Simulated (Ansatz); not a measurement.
An input meant for Zn₆S₅Cl₂, a halide-capped cluster cut from wurtzite ZnS (2 Cl on the cations) (charge 0, singlet).

```yaml
crystal:
  periodic: [false, false, false]
  atoms:
    - {symbol: Zn, position_ang: [0.703597, -2.081297, -1.153656]}
    - {symbol: S, position_ang: [-0.840900, -0.513856, -0.250657]}
    - {symbol: S, position_ang: [0.339303, -1.693941, 3.285891]}
    - {symbol: Zn, position_ang: [-0.812045, -0.033199, 2.330423]}
    - {symbol: Zn, position_ang: [-1.179118, 1.285602, -1.771569]}
    - {symbol: S, position_ang: [-1.735755, 1.982702, 2.613148]}
    - {symbol: S, position_ang: [2.758065, -1.101248, -0.315669]}
    - {symbol: Zn, position_ang: [1.639862, -1.497470, 1.592769]}
    - {symbol: Zn, position_ang: [1.269685, 0.635971, -0.423980]}
    - {symbol: S, position_ang: [0.599389, 2.746017, -1.012217]}
    - {symbol: Zn, position_ang: [-0.619606, 2.517887, 0.862246]}
    - {symbol: Cl, position_ang: [0.436799, -3.798526, -2.385728]}
    - {symbol: Cl, position_ang: [-2.559276, 1.551357, -3.371012]}
basis:
  gaussian: {orbitals: def2-TZVPD, fitting: {mean_field: def2-universal-jkfit}}
magnetization: {spin_polarized: true, initial_magnetization: 1}
hamiltonian: {xc: {name: B3LYP5}}
scf: {omitted_lower_state_checks: [starts]}
```

```sh
$ ansatz run in.yaml --threads 2 --pin off --events-out ev --progress --plain --max-ram 32768MiB --backend cuda --devices 0, --max-vram 18GiB
```

Output, abridged:

```
Error: a molecule whose nuclei and cores have a total charge of 294 cannot have a net charge of 0 together with 1 unpaired electrons
```

What is wrong with this run?

The number of unpaired electrons doesn't fit the electron count. The input was rejected before any iteration.
